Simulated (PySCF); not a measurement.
A calculated (PBE0, PySCF 2.14, x2c-TZVPall, the spin-free X2C one-electron Hamiltonian (Gaussian nucleus)) atom or ion has these occupied shells.

```csv
shell,electrons,orbital energy (eV),"rms radius, mean of both spins (bohr)"
1s,2,-26568.6,0.0348
2s,2,-3966.4,0.143
2p,6,-3559.1,0.127
3s,2,-749.17,0.383
3p,6,-614.51,0.384
3d,10,-402.87,0.365
4s,2,-111.83,0.938
4p,6,-71.656,1.03
4d,10,-13.907,1.41
5s,2,-6.339,3.14
```

(1) Name the element and its charge.

## Answers

(1) Cd (cadmium, neutral), in [Kr] 4d10 5s2, closed-shell 1S.
